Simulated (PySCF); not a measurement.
**TDDFT excited states: In2F6**

Species: (F2In-mu-F)2.
Geometry (PBE0-D3(BJ)/def2-SVP, Å), atoms numbered from 1 in this order:
```xyz
8
In2F6 angstrom
In     1.315    0.660   -0.801
F      1.378    2.586   -0.693
F      2.466   -0.639   -1.642
F      0.723   -0.102    1.074
In    -1.283   -0.682    0.779
F     -2.418    0.619    1.639
F     -1.353   -2.606    0.657
F     -0.689    0.078   -1.096
```

Theory: PySCF, TDDFT CAM-B3LYP/def2-SVPD, vertical, gas phase, core orbitals frozen in the response, def2 core potentials past Kr. Spin–orbit coupling is left out.

```tsv
state	E (eV)	ν̃ (cm⁻¹)	f	|μ| (D)	main configurations (H = HOMO, L = LUMO)
S1	6.42	51760	0.0000	0.01	H-3→L (69%), H-4→L+1 (25%)
S2	6.42	51770	0.0000	0.01	H-4→L (69%), H-3→L+1 (25%)
S3	6.44	51940	0.0000	0.03	H→L (67%), H-1→L+1 (22%)
S4	6.46	52070	0.025	1.01	H-1→L (60%), H→L+1 (24%)
S5	6.51	52500	0.130	2.30	H-2→L (65%), H-5→L+1 (26%)
S6	6.57	52980	0.0000	0.01	H-5→L (69%), H-2→L+1 (24%)
S7	6.63	53510	0.0000	0.01	H-6→L (74%), H-7→L+1 (23%)
S8	6.78	54670	0.066	1.61	H-7→L (67%), H-6→L+1 (28%)
S9	7.72	62310	0.308	3.24	H-8→L (73%)
S10	7.94	64040	0.046	1.23	H-11→L (86%)
```

Triplets (Tamm–Dancoff): T1 5.92 eV, H→L (64%), H-1→L+1 (27%); T2 5.92 eV, H-1→L (59%), H→L+1 (29%); T3 6.01 eV, H-2→L (63%), H-5→L+1 (27%); T4 6.01 eV, H-3→L (63%), H-4→L+1 (28%).

The lowest singlet lies at 6.42 eV (193 nm, vacuum ultraviolet) and is dark (f under 0.0005); its leading configuration is HOMO-3→LUMO (69%). The strongest level in the table is S9 at 7.72 eV (160 nm, f = 0.308). S1/S2 lie within about 0.01 eV of each other. Löwdin shares by element: HOMO (one of a set within 0.03 eV) fluorine 96% or more; LUMO indium 52%, fluorine 16% or more (atoms not listed hold the other 31%). Weighted by f, the mean energy of these states is 7.30 eV. The listed states span 1.52 eV, and the widest gap between neighbours is 0.95 eV (S8 to S9). All these states lie below the vertical ionisation energy of 14.09 eV (ΔSCF). Singlets were solved by full linear response, triplets in the Tamm–Dancoff approximation.

One conformer stands for the species.
